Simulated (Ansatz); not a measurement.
# Cost against result

Saddle point of SnSiH8S, singlet (SnH₄S ([SH][SnH3]) + SiH₄ → SnSiH₆ ([SiH3][SnH3]) + H₂S; bonds formed: Sn1–Si7, S2–H6; bonds broken: Sn1–S2, H6–Si7), PBE0-D4/def2-TZVP structure:

```xyz
11
angstrom
Sn -0.8534 -0.1680 -1.1390
S 1.4481 1.3548 -1.3130
H -0.2017 -1.3478 -2.1711
H -2.0025 -0.8911 -0.0603
H -1.6973 1.1211 -1.8731
H 0.9332 0.3786 -0.0213
Si 0.3886 -0.5610 1.4641
H 0.8370 2.3857 -0.7065
H 1.6987 -0.3396 2.1419
H -0.6783 0.0934 2.2700
H 0.1274 -2.0260 1.4083
```

Barriers are electronic and count from the start structure reached by relaxing down the imaginary mode.

Program: Ansatz 0.2.0. Basis: as named in each row. Cores are frozen in the correlated methods. Filled d shells of the heavier atoms are correlated. Core potentials replace the inner electrons of the atoms past krypton. The def2 sets are not built for correlating such inner shells, so the correlated values are less sure here. B3LYP uses VWN-RPA correlation. Extrapolation: Hartree–Fock as exp(−7.88 √X), correlation as X^−2.97.

Times are rough, for one single point on 4 threads of a shared host (Intel Xeon).

The estimate by CCSD(T) at an estimated basis limit (MP2 extrapolated from triple and quadruple zeta, plus CCSD(T) − MP2 in triple zeta) is 57.48 kcal/mol.

```tsv
method	basis	time (s)	barrier (kcal/mol)	method less estimate
SPW92	def2-SVP	2	39.08	-18.40
PBE-D4	def2-SVP	2	44.96	-12.52
SPW92	def2-TZVPP	5	39.40	-18.08
PBE-D4	def2-TZVPP	6	44.85	-12.63
PBE0-D4	def2-SVP	6	52.09	-5.39
BLYP-D4	def2-TZVPP	6	50.40	-7.08
B3LYP-D4	def2-TZVPP	8	55.53	-1.95
PBE0-D4	def2-TZVPP	8	51.49	-5.98
r2SCAN-D4	def2-TZVPP	9	50.41	-7.07
BHLYP-D4	def2-TZVPP	9	63.20	5.72
CCSD(T)	def2-SVP	10	63.83	6.35
r2SCAN0-D4	def2-TZVPP	11	55.07	-2.41
CAM-B3LYP-D4	def2-TZVPP	11	60.58	3.10
RPA on PBE	def2-TZVPP	13	59.09	1.61
wB97M-V	def2-SVP	14	59.83	2.35
B2PLYP	def2-TZVPP	15	58.70	1.22
PBE-QIDH	def2-TZVPP	15	57.62	0.14
B97M-V	def2-TZVPP	16	53.42	-4.06
wB97X-V	def2-TZVPP	20	61.21	3.73
wB97M-V	def2-TZVPP	20	59.54	2.06
MP2	def2-QZVPP	57	58.45	0.97
CCSD(T)	def2-TZVPP	200	59.87	2.39
```

All methods are single points on the PBE0-D4 structures.

The T1 diagnostic stays at or below 0.016.

Labels in which every atom is bracketed show which atoms are joined, not bond orders.
